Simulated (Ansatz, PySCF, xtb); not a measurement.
Dimer: HI (SMILES I) (first 2 atoms) with Si2H6 (SMILES [SiH3][SiH3]); geometry from B3LYP-D3(BJ)/def2-TZVP.
(charge 0, multiplicity 1):
```xyz
10

I     -0.61206    -0.35477    -0.57037
H      0.32422    -0.25241     0.74340
Si    -0.40436     0.02342     3.73966
Si     0.09004     0.20659     6.02382
H     -1.22359    -1.18193     3.47059
H      0.85448    -0.09021     2.95727
H     -1.13738     1.21887     3.26003
H     -1.16266     0.32527     6.80853
H      0.92454     1.40703     6.27164
H      0.83026    -0.99308     6.48415
```

Interaction energies are E(AB) − E(A) − E(B) at the monomers' geometry in the complex; basis-set methods are counterpoise corrected.

Frozen-core correlation. Filled d and f shells under p-block atoms count as core.

Codes used: Ansatz (Gaussian basis) for Hartree–Fock, density functionals and correlated methods; PySCF for the dispersion terms; xtb for the GFN methods. Values without a source in brackets are computed. In def2 rows elements past Kr take small-core potentials, without spin–orbit coupling.

```json
[
 {"level": "GFN-FF", "interaction energy (meV)": "-27.0"},
 {"level": "HF/def2-SVPD", "interaction energy (meV)": "53.1"},
 {"level": "revPBE/def2-TZVPPD", "interaction energy (meV)": "33.8"},
 {"level": "r2SCAN-D3(BJ)/def2-TZVPPD", "interaction energy (meV)": "-42.8"},
 {"level": "B3LYP-D3(BJ)/def2-TZVPPD", "interaction energy (meV)": "-59.5"},
 {"level": "B3LYP-D4/def2-TZVPPD", "interaction energy (meV)": "-35.7"},
 {"level": "BHLYP/def2-TZVPPD", "interaction energy (meV)": "13.8"},
 {"level": "wB97X-V/def2-TZVPPD", "interaction energy (meV)": "[?]"},
 {"level": "B2PLYP-D4/def2-TZVPPD", "interaction energy (meV)": "[?]"}
]
```

### Question
Complete the blanks.

### Answer

- wB97X-V/def2-TZVPPD, interaction energy (meV): -36.9
- B2PLYP-D4/def2-TZVPPD, interaction energy (meV): -30.3

Ansatz is an electronic-structure program.
